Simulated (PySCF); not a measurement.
# Spin states of BiF

Unrestricted PBE0; PySCF, scalar-relativistic core potentials, basis sets Bi cc-pVDZ-PP with ECP60, F cc-pVDZ. Outer shells of the fragments: Bi 5d10 6s2 6p3; F 2s2 2p5.

Followed along the bond (rough minima from three points):

```
2Ms+1    unpaired  ⟨S²⟩ at the start  R at minimum (Å)  Te (eV)
    3        π ↑↑               2.00              2.06     0.00
    1        π ↑↓               1.00              2.06     0.33
    1        none               0.00              2.05     1.21
    5  σ ↑↑, π ↑↑               6.00  none in the scan   ≤ 4.94
```

Solutions found at the starting distance of 2.075 Å, counted from the lowest of them; the search is not exhaustive and high or unbound solutions are not listed, so other states can lie among these:

| 2Ms+1 | unpaired | term | E (eV) | ⟨S²⟩ | ⟨Lz²⟩ | μ (D) |
| --- | --- | --- | --- | --- | --- | --- |
| 3 | π ↑↑ | ³Σ⁻ | 0.00 | 2.00 | 0.00 | -3.41 |
| 1 | π ↑↓ | mixed | 0.33 | 1.00 | 2.01 | -3.38 |
| 1 | none | mixed | 1.21 | 0.00 | 2.00 | -3.29 |
| 3 | σ ↑, π ↑ | ³Π | 2.60 | 2.01 | 1.00 | -2.82 |
| 1 | σ ↓, π ↑ | mixed | 2.90 | 1.00 | 1.01 | -2.74 |
| 5 | σ ↑↑, π ↑↑ | ⁵Σ⁻ | 5.76 | 6.00 | 0.00 | 0.33 |
| 3 | σ ↑, π ↑ | ³Π | 5.83 | 2.01 | 1.00 | -0.13 |
| 1 | σ ↓, π ↑ | mixed | 6.01 | 1.01 | 1.00 | 0.12 |
| 3 | π ↑↑ | mixed | 6.03 | 2.00 | 2.01 | 1.72 |
| 5 | σ ↑, π ↑↑↑ | ⁵Π | 6.06 | 6.00 | 1.00 | 2.07 |
| 3 | σ ↑, π ↑↑↓ | mixed | 6.74 | 3.01 | 3.01 | 2.12 |
| 1 | σ ↓↓, π ↑↑ | mixed | 6.75 | 2.00 | 0.00 | 0.83 |

A term symbol is given only where ⟨S²⟩ and ⟨Lz²⟩ are close to those of a pure state; real π, δ and φ orbitals otherwise mix terms. A positive dipole means Bi(−)F(+).

Spin–orbit coupling is left out, which matters for elements this heavy, above all for dissociation energies. Counting both spins, an empty level lies below a filled one in some of these solutions, because spin and occupation are held.
